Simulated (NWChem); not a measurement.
All runs are NWChem calculations. System: CH$_{2}$NO, charge 0, spin multiplicity 2, at a geometry optimised with UPBE0/def2-SVP. The structure started from a generated list of species. Its SCF solution wasn't tested for a lower state. Level: UHF/def2-TZVP.

Job file:

```
start mol
memory heap 200 mb stack 900 mb global 1100 mb
geometry units angstroms nocenter noautoz
  N      0.708176     0.867254     0.000000
  C      0.285130    -0.359587     0.000000
  O     -0.956902    -0.538693     0.000000
  H     -0.007090     1.601747     0.000000
  H      0.994294    -1.205459     0.000000
  symmetry group Cs
end
basis spherical
  * library def2-tzvp
end
scf
  uhf
  nopen 1
  maxiter 100
  thresh 1e-7
  semidirect memsize 60000000 filesize 0
  # guess.movecs holds the orbitals of an unrestricted PBE0 run
  vectors input guess.movecs output mol.movecs
end
task scf energy
```

Output (cleaned and shortened):

```
             Northwest Computational Chemistry Package (NWChem) 7.3.0
             --------------------------------------------------------

                                NWChem Input Module
                                -------------------

 Scaling coordinates for geometry "geometry" by  1.889725989
 (inverse scale =  0.529177249)

 Turning off AUTOSYM since
 SYMMETRY directive was detected!

                             Geometry "geometry" -> ""
                             -------------------------

 Output coordinates in angstroms (scale by  1.889725989 to convert to a.u.)

  No.       Tag          Charge          X              Y              Z
 ---- ---------------- ---------- -------------- -------------- --------------
    1 N                    7.0000     0.70817600     0.86725400     0.00000000
    2 C                    6.0000     0.28513000    -0.35958700     0.00000000
    3 O                    8.0000    -0.95690200    -0.53869300     0.00000000
    4 H                    1.0000    -0.00709000     1.60174700     0.00000000
    5 H                    1.0000     0.99429400    -1.20545900     0.00000000

 Effective nuclear repulsion energy (a.u.)      64.8654582105

            Nuclear Dipole moment (a.u.)
            ----------------------------
        X                 Y               Z
 ---------------- ---------------- ----------------
     0.0000000000     0.0000000000     0.0000000000

      Symmetry information
      --------------------

 Group name             Cs
 Group number              2
 Group order               2
 No. of unique centers     5

      Symmetry unique atoms

     1    2    3    4    5


 Summary of "ao basis" -> "" (spherical)
 ------------------------------------------------------------------------------
       Tag                 Description            Shells   Functions and Types
 ---------------- ------------------------------  ------  ---------------------
 *                         def2-tzvp                  on all atoms

 Summary of "ao basis" -> "ao basis" (spherical)
 ------------------------------------------------------------------------------
[...]
    43     -0.773454  2 C  px                44      0.527058  2 C  py
   101     -0.380849  5 H  s                 35     -0.265889  2 C  s
    12     -0.263924  1 N  px                51     -0.162207  2 C  d -2

 center of mass
 --------------
 x =  -0.04175149 y =  -0.01664945 z =   0.00000000

 moments of inertia (a.u.)
 ------------------
          74.178418883659         -51.376623334190           0.000000000000
         -51.376623334190          84.345536003340           0.000000000000
           0.000000000000           0.000000000000         158.523954886999

  Mulliken analysis of the total density
  --------------------------------------

    Atom       Charge   Shell Charges
 -----------   ------   -------------------------------------------------------
    1 N    7     7.55   0.82  1.16  0.54  0.86  0.26  1.44  1.66  0.76  0.01  0.04  0.00
    2 C    6     5.69   0.86  1.12  0.52  0.51  0.06  1.19  1.01  0.20  0.05  0.15  0.02
    3 O    8     8.15   0.79  1.18  0.60  0.99  0.31  1.80  1.86  0.58  0.00  0.03  0.00
    4 H    1     0.77   0.25  0.42  0.06  0.04
    5 H    1     0.84   0.26  0.47  0.09  0.02

  Mulliken analysis of the alpha density
  --------------------------------------

    Atom       Charge   Shell Charges
 -----------   ------   -------------------------------------------------------
    1 N    7     3.80   0.41  0.58  0.27  0.43  0.13  0.74  0.85  0.38  0.00  0.02  0.00
    2 C    6     2.81   0.43  0.56  0.26  0.25  0.03  0.58  0.49  0.10  0.03  0.07  0.01
    3 O    8     4.57   0.40  0.59  0.31  0.51  0.15  1.13  1.14  0.32  0.00  0.01  0.00
    4 H    1     0.38   0.13  0.21  0.03  0.02
    5 H    1     0.44   0.13  0.25  0.05  0.01

   Mulliken analysis of the beta density
   -------------------------------------

    Atom       Charge   Shell Charges
 -----------   ------   -------------------------------------------------------
    1 N    7     3.75   0.41  0.58  0.27  0.43  0.14  0.70  0.82  0.38  0.00  0.02  0.00
    2 C    6     2.88   0.43  0.56  0.27  0.26  0.03  0.61  0.52  0.10  0.02  0.07  0.01
    3 O    8     3.58   0.40  0.59  0.29  0.48  0.16  0.67  0.72  0.25  0.00  0.01  0.00
    4 H    1     0.39   0.13  0.21  0.03  0.02
    5 H    1     0.40   0.12  0.22  0.04  0.01

   Mulliken analysis of the spin density
   -------------------------------------

    Atom       Charge   Shell Charges
 -----------   ------   -------------------------------------------------------
    1 N    7     0.05  -0.00  0.00  0.00  0.00 -0.01  0.03  0.03 -0.01  0.00  0.00  0.00
    2 C    6    -0.08  -0.00  0.00 -0.01 -0.02 -0.00 -0.02 -0.04 -0.00  0.01  0.00  0.00
    3 O    8     0.99   0.00 -0.00  0.02  0.03 -0.01  0.46  0.42  0.07 -0.00 -0.00 -0.00
    4 H    1    -0.01  -0.00 -0.00 -0.00 -0.00
    5 H    1     0.04   0.01  0.02  0.01 -0.00

       Multipole analysis of the density wrt the origin
       ------------------------------------------------

     L   x y z        total         alpha         beta         nuclear
     -   - - -        -----         -----         ----         -------
     0   0 0 0     -0.000000    -12.000000    -11.000000     23.000000

     1   1 0 0     -0.311092      0.593597     -0.904689      0.000000
     1   0 1 0     -0.632206      0.179296     -0.811502      0.000000
     1   0 0 1     -0.000000     -0.000000      0.000000      0.000000

     2   2 0 0    -15.189511    -31.406258    -27.751446     43.968193
     2   1 1 0     -3.142008    -14.211824    -12.491635     23.561451
     2   1 0 1      0.000000     -0.000000      0.000000      0.000000
     2   0 2 0    -10.815206    -28.598996    -26.429448     44.213238
     2   0 1 1     -0.000000     -0.000000      0.000000      0.000000
     2   0 0 2    -13.513425     -6.852775     -6.660650      0.000000

 Task  times  cpu:        6.7s     wall:        6.7s

 Total times  cpu:        6.7s     wall:        6.7s
```
